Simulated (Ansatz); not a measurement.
`FC([SiH3])([SiH3])Cl` at its PBE0-D4/def2-TZVP geometry, where that method's forces vanish. The species carries charge 0 and has multiplicity 1.

```xyz
11

F     0.6242    0.7327   -1.6589
C    -0.1538    0.3643   -0.5727
Si   -0.2985   -1.5380   -0.5311
Si    0.5306    1.2105    0.9949
Cl   -1.8119    1.0067   -0.8287
H    -0.9083   -1.9906   -1.8032
H    -1.1432   -1.9033    0.6312
H     1.0638   -2.1071   -0.3684
H     1.9222    0.7383    1.2113
H    -0.3249    0.8092    2.1372
H     0.4998    2.6772    0.7884
```

Problem. What forces (eV/Å) does PBE-D4/def2-TZVPP give on these atoms in Ansatz 0.2.0? (Estimate.)

Solution. The calculation gave: 
```
F1   0.427  0.171 -0.541
C2  -0.065 -0.180  0.359
Si3 -0.004 -0.042  0.029
Si4  0.008 -0.003  0.051
Cl5 -0.423  0.149 -0.038
H6  -0.065 -0.052 -0.136
H7  -0.087 -0.054  0.119
H8   0.142 -0.070  0.017
H9   0.150 -0.045  0.031
H10 -0.081 -0.033  0.130
H11 -0.002  0.159 -0.020
```
